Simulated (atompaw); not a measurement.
**Reading a pseudo-wave (Ga (Z = 31))**

Columns: radius, all-electron u(r) and pseudo u(r) of the 3d shell (level -19.15 eV) of gallium in the configuration [Ar] 3d10 4s2 4p1; PBE, scalar-relativistic, PAW (atompaw) scheme, atompaw 4.2.0.5.

```json
{"r (bohr)": "0.088", "all-electron": "0.1088", "pseudo": "0.0036"}
{"r (bohr)": "0.177", "all-electron": "0.4209", "pseudo": "0.0283"}
{"r (bohr)": "0.265", "all-electron": "0.7311", "pseudo": "0.0882"}
{"r (bohr)": "0.354", "all-electron": "0.9497", "pseudo": "0.1889"}
{"r (bohr)": "0.442", "all-electron": "1.0636", "pseudo": "0.3205"}
{"r (bohr)": "0.531", "all-electron": "1.0968", "pseudo": "0.4683"}
{"r (bohr)": "0.619", "all-electron": "1.0758", "pseudo": "0.6066"}
{"r (bohr)": "0.708", "all-electron": "1.0227", "pseudo": "0.7171"}
{"r (bohr)": "0.796", "all-electron": "0.9541", "pseudo": "0.7827"}
{"r (bohr)": "0.885", "all-electron": "0.8781", "pseudo": "0.8005"}
{"r (bohr)": "0.973", "all-electron": "0.8023", "pseudo": "0.7763"}
{"r (bohr)": "1.062", "all-electron": "0.7282", "pseudo": "0.7234"}
{"r (bohr)": "1.150", "all-electron": "0.6592", "pseudo": "0.6591"}
{"r (bohr)": "1.238", "all-electron": "0.5952", "pseudo": "0.5952"}
{"r (bohr)": "1.327", "all-electron": "0.5358", "pseudo": "0.5358"}
{"r (bohr)": "1.415", "all-electron": "0.4824", "pseudo": "0.4824"}
{"r (bohr)": "1.504", "all-electron": "0.4334", "pseudo": "0.4334"}
{"r (bohr)": "1.592", "all-electron": "0.3897", "pseudo": "0.3897"}
{"r (bohr)": "1.681", "all-electron": "0.3500", "pseudo": "0.3500"}
{"r (bohr)": "1.769", "all-electron": "0.3146", "pseudo": "0.3146"}
{"r (bohr)": "1.858", "all-electron": "0.2825", "pseudo": "0.2825"}
{"r (bohr)": "1.946", "all-electron": "0.2539", "pseudo": "0.2539"}
{"r (bohr)": "2.035", "all-electron": "0.2280", "pseudo": "0.2280"}
{"r (bohr)": "2.123", "all-electron": "0.2049", "pseudo": "0.2049"}
{"r (bohr)": "2.212", "all-electron": "0.1840", "pseudo": "0.1840"}
{"r (bohr)": "2.300", "all-electron": "0.1654", "pseudo": "0.1654"}
```

(1) How many radial nodes do the two functions have?

(2) At about which radius was the pseudo-wave matched?

(3) Where does each function peak?

(4) Is the pseudo-wave norm-conserving?

## Answers

(1) The all-electron 3d function has n − l − 1 = 0; the pseudo-wave has 0.

(2) 1.25 bohr. The columns agree to 0.0005 from 1.15 bohr on; several derivatives are matched, so the curves merge somewhat inside the radius.

(3) Outermost all-electron maximum near 0.53 bohr, pseudo maximum near 0.89 bohr (to the table’s step).

(4) No, it belongs to a PAW set: the norm inside the radius is not constrained, and the difference is carried by the augmentation charge.
